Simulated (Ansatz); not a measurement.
Reactions of Ge₂H₁₄Si₄, SMILES `[SiH3][SiH2][GeH2][GeH2][SiH2][SiH3]`.

Calculated with Ansatz (gas phase, PBE0-D4/def2-TZVP geometries, no zero-point term in ΔE). CCSD(T)/CBS is the MP2 limit (def2-TZVPP, def2-QZVPP) plus CCSD(T) − MP2 in def2-TZVPP, frozen cores. This one scheme is used for every species, atoms too. DFT in def2-TZVPP. B3LYP here is the variant with VWN-RPA as its local correlation; programs differ in this. Open shells (•) are unrestricted, without spin–orbit coupling. Spin–orbit coupling would lower the free atoms: a little for Si; clearly for Ge. Bonds to Ge are less sure, by a few kJ/mol each and by 10 to 20 or more in all where they break to atoms, as the def2 sets lack core-valence functions. Scalar relativity is left out up to krypton. Each species was taken in one conformer, which may not be the lowest.

```tsv
reaction	CCSD(T)/CBS(def2) (kJ/mol)
`[SiH3][SiH2][GeH2][GeH2][SiH2][SiH3]` + `[SiH3][GeH3]` → `[SiH3][SiH2][GeH2][SiH2][GeH3]` + `[SiH3][SiH2][GeH3]`	?
`[SiH3][SiH2][GeH2][GeH2][SiH2][SiH3]` + GeH₄ → `[SiH3][SiH2][GeH2][GeH2][SiH2][GeH3]` + SiH₄	-17
`[SiH3][SiH2][GeH2][GeH2][SiH2][SiH3]` + H₂ → `[SiH3][SiH2][GeH3]` + `[SiH3][SiH2][GeH3]`	?
`[SiH3][SiH2][GeH2][GeH2][SiH2][SiH3]` + H–F → `[F][GeH2][SiH2][SiH3]` + `[SiH3][SiH2][GeH3]`	?
`[SiH3][SiH2][GeH2][GeH2][SiH2][SiH3]` + `[GeH3][SiH2][GeH3]` → `[SiH3][SiH2][GeH2][GeH2][SiH2][GeH3]` + `[SiH3][SiH2][GeH3]`	-1
`[SiH3][SiH2][GeH2][GeH2][SiH2][SiH3]` + BH₃ → `[BH2][GeH2][SiH2][SiH3]` + `[SiH3][SiH2][GeH3]`	48
`[SiH3][SiH2][GeH2][GeH2][SiH2][SiH3]` + `[SiH3][GeH3]` → `[SiH3][SiH2][GeH2][GeH2][SiH2][GeH3]` + disilane	-1
`[SiH3][SiH2][GeH2][GeH2][SiH2][SiH3]` → 2 Ge• + 14 H• + 4 Si•	5654
`[SiH3][SiH2][GeH2][GeH2][SiH2][SiH3]` + trisilane → `[SiH3][SiH2][SiH2][GeH2][SiH2][SiH3]` + `[SiH3][SiH2][GeH3]`	15
`[SiH3][SiH2][GeH2][GeH2][SiH2][SiH3]` → `[GeH2]` + `[SiH3][SiH2][GeH2][SiH2][SiH3]`	211
```

Problem. Fill in the missing values. (An estimate is asked.)

Solution. The calculation gave: `[SiH3][SiH2][GeH2][GeH2][SiH2][SiH3]` + `[SiH3][GeH3]` → `[SiH3][SiH2][GeH2][SiH2][GeH3]` + `[SiH3][SiH2][GeH3]`: +17.4 kJ/mol; `[SiH3][SiH2][GeH2][GeH2][SiH2][SiH3]` + H₂ → `[SiH3][SiH2][GeH3]` + `[SiH3][SiH2][GeH3]`: +31.8 kJ/mol; `[SiH3][SiH2][GeH2][GeH2][SiH2][SiH3]` + H–F → `[F][GeH2][SiH2][SiH3]` + `[SiH3][SiH2][GeH3]`: +6.5 kJ/mol.

Largest T1 diagnostic: 0.013, for `[SiH3][SiH2][SiH2][GeH2][SiH2][SiH3]`.
